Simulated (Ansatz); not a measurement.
Cost and result for the atomization energy of `FB(S)O[SiH3]` (9 atoms, 8 bonds).

```xyz
9

F    -2.3772    0.6935    0.3773
B    -1.1005    0.5673    0.0342
S    -0.3081    1.8689   -0.9594
O    -0.4359   -0.5277    0.4381
Si    1.0833   -1.1662    0.3099
H    -1.4072    2.6350   -1.0361
H     1.6256   -1.3282    1.6783
H     1.9516   -0.2603   -0.4833
H     0.9685   -2.4823   -0.3591
```

The species carries charge 0 and has multiplicity 1. Geometry: relaxed with PBE0-D4/def2-TZVP. It is one conformer, not always the lowest. Program: Ansatz. Hardware: A = 2 threads of an AMD EPYC 7R13 on a shared host; B = 2 threads of an AMD EPYC 7R13 on a shared host and a share of an NVIDIA H100 80 GB. Times are those of one run each, without the atoms' runs, and a repeat can differ threefold. Electronic energies, without spin–orbit coupling; frozen cores. CCSD(T)/CBS extrapolates def2-TZVPP and def2-QZVPP, and its time is that of the two runs behind it. T1 = 0.013. B3LYP takes the VWN-RPA correlation (the form of Gaussian; ORCA's B3LYP/G).

CCSD(T)/CBS is a level of theory with its own doubt, some kJ/mol a heavy atom from the limit and from the frozen cores, so smaller differences don't rank the functionals.

```
                                 level  functions  wall time  atomization (kcal/mol)  difference from CCSD(T)/CBS  per bond
   PBE-D4/def2-TZVPP (with forces) [A]        233      2.7 s                   820.6                          7.2       0.9
                PBE0-D4/def2-TZVPP [A]        233        4 s                   806.8                         -6.6      -0.8
r2SCAN-D4/def2-TZVPP (with forces) [A]        233      4.9 s                   817.5                          4.1       0.5
                CCSD(T)/def2-TZVPP [B]        233      5.5 s                   791.1                        -22.3      -2.8
 B3LYP-D4/def2-TZVPP (with forces) [A]        233      5.5 s                   810.3                         -3.1      -0.4
                 B2PLYP/def2-TZVPP [A]        233        6 s                   804.0                         -9.4      -1.2
                ωB97X-V/def2-TZVPP [A]        233      8.5 s                   816.5                          3.1       0.4
  ωB97M-V/def2-TZVPP (with forces) [A]        233       12 s                   817.1                          3.7       0.5
                CCSD(T)/def2-QZVPP [B]        431       33 s                   804.4                         -9.0      -1.1
                     CCSD(T)/CBS(def2)          –       38 s                   813.4                          0.0       0.0
```

From PBE to PBE0 (25 % exact exchange), in def2-TZVPP and without D4, the atomization energy moves by −13.1 kcal/mol: exact exchange takes away binding that semilocal exchange gives to molecules. In def2-TZVPP, CCSD(T) changes the Hartree–Fock value by +180.2 kcal/mol (the triples alone add +11.6 kcal/mol) and MP2 by +200.1 kcal/mol; breaking electron pairs costs correlation energy, which Hartree–Fock lacks. The D4 term adds +7.7 kcal/mol with B3LYP and +4.0 kcal/mol with PBE0; it sums over pairs of atoms, weighted by their polarisabilities, and B3LYP, whose exchange is more repulsive, gets the larger term.
